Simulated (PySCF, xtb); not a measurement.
H₃NbO₄, SMILES [O]=[Nb]([OH])([OH])[OH], multiplicity 1.

GFN2-xTB in xtb at its own geometry gives an orbital gap of 5.15 eV and a dipole moment of 4.02 D.

The structure is a stationary point at B3LYP-D3(BJ)/def2-SVP. The multiplicity is an assumed one; other spin states were not compared. The def2 effective core potentials stand for the cores of Nb; spin–orbit coupling is left out. One conformer was computed; it need not be the lowest.

**Question.** What does CAM-B3LYP/def2-TZVP in PySCF give? (Estimate from the structure and the level; the computed values follow.)

**Answer.** gap 11.09 eV (levels -10.78 and 0.31 eV), dipole 0.37 D.
